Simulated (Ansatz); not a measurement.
Reaction (hydrogenolysis of the Sn–C bond): `[CH3][Sn]([SH])([Cl])[Cl]` + H₂ → `[SH][SnH]([Cl])[Cl]` + CH₄

Gas-phase electronic energies from Ansatz, PBE0-D4/def2-TZVP geometries. CBS: MP2 limit from def2 TZ/QZ plus the TZ coupled-cluster correction, frozen cores. This one scheme is used for every species. DFT in def2-TZVPP. B3LYP here is the variant with VWN-RPA as its local correlation; programs differ in this. Elements past krypton have def2 core potentials. For Sn outer-core shells are correlated without core-valence functions, which leaves a few kJ/mol of doubt a bond. One conformer a species, not always the lowest.

CCSD(T)/CBS gives -3.9 kcal/mol.

Q: Another level gave -4.6 kcal/mol. Which?
A. r2SCAN0/def2-TZVPP
B. B3LYP/def2-TZVPP
C. HF/def2-TZVPP
D. CCSD(T)/def2-TZVPP

A: D. CCSD(T)/def2-TZVPP -4.6, r2SCAN0 -6.3, HF/def2-TZVPP -11.0, B3LYP -7.9 kcal/mol.

Largest T1 diagnostic among the species: 0.011.

Leaving LDA and LC-ωPBE aside and taking each functional with its dispersion term where it has one, the values, not all of them listed here, spread over 4.7 kcal/mol, from B97M-V to revPBE-D4. At CCSD(T), def2-SVP lies −4.4 kcal/mol from the extrapolated value and def2-TZVPP −0.8 kcal/mol.
